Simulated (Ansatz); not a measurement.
Geometry optimisation, Ansatz 0.2.0, RKS B3LYP-D4/def2-SVP.

input.yaml

```yaml
crystal:
  periodic: [false, false, false]
  atoms:
    - { symbol: C, position_ang: [-0.20427, 1.50051, -0.66028] }
    - { symbol: O, position_ang: [-0.55545, 0.27571, -0.06371] }
    - { symbol: In, position_ang: [0.64593, -1.21096, 0.46983] }
    - { symbol: O, position_ang: [-0.47013, -2.59016, 1.23638] }
    - { symbol: H, position_ang: [0.87832, 1.6346, -0.75191] }
    - { symbol: H, position_ang: [-0.60167, 2.31676, -0.04915] }
    - { symbol: H, position_ang: [-0.64464, 1.55682, -1.66078] }
    - { symbol: H, position_ang: [2.3291, -1.20819, 0.274] }
    - { symbol: H, position_ang: [-1.37719, -2.27509, 1.20563] }
basis:
  gaussian: { orbitals: def2-SVP }
hamiltonian:
  xc: b3lyp
  dispersion: d4
relax:
  f_tol: 0.02
  max_steps: 50
```

Command:

```bash
$ ansatz run input.yaml --threads 2 --pin off --max-ram 3072MiB --backend cpu --events-out ev --progress --plain --runs-dir out
```

Q: Where does it end, and by what steps?

A: The run converged. After 4 steps the energy has fallen by 0.087 eV; H9 moved furthest, 0.13 Å.

```csv
step,energy less start (eV),largest force component (eV/Å),accepted
0,0.0000,1.223,yes
1,-0.0818,0.422,yes
2,-0.0861,0.162,yes
3,-0.0868,0.021,yes
4,-0.0869,0.014,yes
```

```xyz
9
Properties=species:S:1:pos:R:3
C -0.205 1.513 -0.666
O -0.580 0.307 -0.061
In 0.648 -1.193 0.469
O -0.473 -2.650 1.254
H 0.891 1.650 -0.779
H -0.574 2.376 -0.077
H -0.644 1.603 -1.680
H 2.345 -1.211 0.285
H -1.408 -2.396 1.255
```

Whether the end is a true minimum wasn't checked by a vibrational analysis.

The run took 10 s on 2 threads of AMD EPYC 9R14 (Zen 4), with other jobs on the host, peak memory 0.22 GiB.
